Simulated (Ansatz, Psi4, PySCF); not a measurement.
Cl$_{3}$Se (SMILES Cl[Se+](Cl)Cl), charge +1, singlet, geometry from GFN2-xTB. Base run: PySCF with R2SCAN/6-31G*.

PySCF was given this input:
```python
from pyscf import gto, scf, dft

mol = gto.Mole()
mol.atom = '''
    Se   -0.17104784    0.20735202    0.48711478
    Cl   -1.49710513   -1.14549165   -0.46172271
    Cl    0.20006690    1.62349849   -1.04445615
    Cl    1.63913392   -0.89271087    0.53194930
'''
mol.basis = '6-31g*'
mol.charge = 1
mol.verbose = 4
mol.build()

mf = dft.RKS(mol)
mf.xc = 'r2scan'
mf.kernel()
```

The same geometry, method and basis name were run in Ansatz (a first-principles code) and Psi4 and PySCF, at each program's defaults and at the settings that a row names. The base is PySCF at its defaults. Differences at the defaults can come from grids, fitting, cores and function types together. The rows with settings made alike still differ; the cause (another SCF solution, basis table, core potential or functional code) wasn't traced.

```tsv
code and settings	ΔE vs base (mEh)	basis functions	E (Eh)	SCF cycles
PySCF, defaults (exact integrals, its default grid, spherical functions)	0.000	86	-3781.36094	9
Psi4, defaults (density fitting with its default set, its default grid, Cartesian functions)	-16.464	92	-3781.37740	8
Ansatz, defaults (factorised integrals, its default grid, Cartesian functions)	-15.043	92	-3781.37598	-
PySCF, density fitting with def2-universal-jkfit	-0.057	86	-3781.36100	9
PySCF, fine grid	0.210	86	-3781.36073	9
Psi4, exact integrals, spherical functions, fine grid	0.956	86	-3781.35998	11
Ansatz, high accuracy, Cartesian functions as the basis file defines them	-15.045	92	-3781.37598	-
```
